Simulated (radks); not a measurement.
The mean radii <r> (bohr) of the occupied orbitals of an atom or ion are listed with their occupations. All-electron calculation, Dirac Kohn-Sham, PBE, spin-unpolarised, spherical densities, point nucleus. Program: a radial shooting solver on a logarithmic mesh with Libxc functionals.

| orbital | occ. | <r> |
|---|---|---|
| 1s1/2 | 2 | 0.02457 |
| 2s1/2 | 2 | 0.1047 |
| 2p1/2 | 2 | 0.08795 |
| 2p3/2 | 4 | 0.09415 |
| 3s1/2 | 2 | 0.2783 |
| 3p1/2 | 2 | 0.2681 |
| 3p3/2 | 4 | 0.2802 |
| 3d3/2 | 4 | 0.2513 |
| 3d5/2 | 6 | 0.2551 |
| 4s1/2 | 2 | 0.6372 |
| 4p1/2 | 2 | 0.6561 |
| 4p3/2 | 4 | 0.6833 |
| 4d3/2 | 4 | 0.7386 |
| 4d5/2 | 6 | 0.7482 |
| 5s1/2 | 2 | 1.503 |
| 5p1/2 | 2 | 1.667 |
| 5p3/2 | 4 | 1.739 |
| 4f5/2 | 1 | 1.056 |

Name the element and its charge. Open shells, if any, fill j = l - 1/2 first.

Answer. Z = 58, cerium, charge +3: Ce3+ in [Xe] 4f1. The 1s radius gives Z: for a bare nucleus <r> = (2 gamma + 1)/(2Z) with gamma = sqrt(1 - (Z/c)^2), 0.02424 bohr for Z = 58, and screening makes it slightly larger (0.02457 here). The occupations add up to 55, and the charge is Z minus that.
